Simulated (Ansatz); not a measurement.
[Si4]4- (Si₄⁴⁻). Total charge -4; singlet. Geometry r2SCAN-D4/def2-TZVPD.

```xyz
4

Si    0.3291    0.9158   -1.1440
Si    0.3882    0.6560    1.2940
Si   -1.4747   -0.2843    0.0055
Si    0.7575   -1.2875   -0.1555
```

HSE06 is defined as in plane-wave codes, on full-range PBE exchange. A multiply charged anion in the gas phase is held together partly by the finite basis. The restricted singlet is unstable towards broken spin symmetry at other levels; at LDA (SPW92)/def2-TZVPD, BLYP-D4/def2-TZVPD, r2SCAN-D4/def2-TZVPD, HSE06-D4/def2-TZVPD and others this wasn't settled. At LDA (SPW92)/def2-TZVPD, BLYP-D4/def2-TZVPD, r2SCAN-D4/def2-TZVPD, HSE06-D4/def2-TZVPD and others the highest occupied level of the charge -4 singlet lies above zero (up to 11.36 eV). The electron is either unbound and held by the finite basis, or the level is raised by self-interaction error.

Question: Estimate the orbital energies around the gap (eV) in Ansatz with LDA (SPW92)/def2-TZVPD, BLYP-D4/def2-TZVPD, r2SCAN-D4/def2-TZVPD, HSE06-D4/def2-TZVPD, ωB97X-V/def2-TZVPD.

Answer: 
```tsv
orbital	LDA (SPW92)/def2-TZVPD	BLYP-D4/def2-TZVPD	r2SCAN-D4/def2-TZVPD	HSE06-D4/def2-TZVPD	ωB97X-V/def2-TZVPD
HOMO−9	1.20	1.49	0.71	-0.07	-3.17
HOMO−8	6.14	6.37	5.97	5.44	2.78
HOMO−7	6.14	6.37	5.97	5.44	2.78
HOMO−6	6.14	6.37	5.97	5.44	2.78
HOMO−5	9.32	9.60	9.22	9.04	7.01
HOMO−4	10.44	10.71	10.44	10.30	8.59
HOMO−3	10.44	10.71	10.44	10.30	8.59
HOMO−2	10.44	10.71	10.44	10.30	8.59
HOMO−1	11.08	11.36	11.11	10.98	9.30
HOMO	11.08	11.36	11.11	10.98	9.30
LUMO	11.32	11.56	11.61	11.55	13.22
LUMO+1	11.32	11.56	11.61	11.55	13.22
LUMO+2	11.32	11.56	11.61	11.55	13.22
LUMO+3	12.43	12.67	12.73	12.72	14.74
LUMO+4	13.48	13.75	13.82	13.79	15.69
LUMO+5	13.48	13.75	13.82	13.79	15.69
```
